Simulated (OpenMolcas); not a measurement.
# Setting up CH6O3Sn (SMILES C[Sn](O)(O)O) in OpenMolcas

CH6O3Sn has 11 atoms, charge 0, and is taken as a singlet. SMILES: `C[Sn](O)(O)O`. The shape is that of a PBE0-D4/def2-TZVP optimisation. This is one conformer, not always the lowest.

```csv
atom,x (Å),y (Å),z (Å)
C,-1.6348,0.8215,0.1612
Sn,0.2422,-0.1215,-0.0239
O,0.6584,-1.2741,1.5051
O,1.7180,1.1602,-0.1602
O,0.3586,-1.2599,-1.6145
H,-1.5124,1.7512,0.7149
H,-2.0268,1.0311,-0.8329
H,-2.3142,0.1588,0.6953
H,1.5324,-1.0934,1.8613
H,2.2935,0.9644,-0.9044
H,0.6853,-2.1383,-1.4020
```

Settings wanted:

```yaml
method: DFT
reference: RKS
basis_set: def2-SVP
task: gradient
functional: revPBE
nucleus: point
integration_grid: UltraFine
SCF_convergence_threshold: 1e-10
```

Question: Give an OpenMolcas 26.06 job that does this.

Answer: One that was run (others would do as well):

calc.input:
```
* CH6O3Sn Kohn-Sham DFT

&GATEWAY
 BasLib
 $CurrDir
 Coord
 11
 angstrom
 C       -1.634780       0.821450       0.161210
 Sn       0.242220      -0.121540      -0.023890
 O        0.658370      -1.274060       1.505120
 O        1.718000       1.160190      -0.160160
 O        0.358560      -1.259930      -1.614460
 H       -1.512400       1.751180       0.714920
 H       -2.026840       1.031120      -0.832930
 H       -2.314250       0.158830       0.695300
 H        1.532360      -1.093390       1.861260
 H        2.293460       0.964390      -0.904370
 H        0.685300      -2.138250      -1.402000
 Basis
 def2-SVP
 Group
 NoSym

&SEWARD
 GridInput
 Grid=UltraFine
 End of Grid

&SCF
 KSDFT
 revPBE
 Thresholds
 1e-10 1e-07 1e-07 1e-05
 PrOrbitals
 1 1

&ALASKA
```

```bash
$ export MOLCAS_MEM=1860
$ pymolcas calc.input > calc.log
```

(Basis files named in the input come from the Basis Set Exchange and aren't shown.)

Calculated total energy: -481.47134 Eh, largest force 1.301 eV/Å.
